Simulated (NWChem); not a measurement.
System: CuH; SMILES [CuH]

Here is an NWChem input.

```
start job
memory heap 200 mb stack 900 mb global 1100 mb
geometry units angstroms noautosym nocenter noautoz
  Cu     0.000000     0.000000     0.046040
  H      0.000000     0.000000    -1.375310
end
basis spherical
  * library pcsseg-1
end
dft
  xc xpbe96 cpbe96
  iterations 150
end
property
  shielding
  efieldgrad
end
task dft property
```

All runs use the structure optimised with B3LYP/6-31G* (spherical d).

GIAO values for the isolated, static molecule; σ is the absolute isotropic shielding, δ = σ(reference) − σ with the isolated reference molecule computed at the same levels (1H: tetramethylsilane).

Atoms are numbered as in the input.

**Question.** Predict the main results of this run. (PBE/pcSseg-1, GIAO.) Quantities: σ Cu1 (ppm); δ H2 (ppm).

**Answer.** 
* **σ Cu1 (ppm)**: 1330.9
* **δ H2 (ppm)**: -4.02
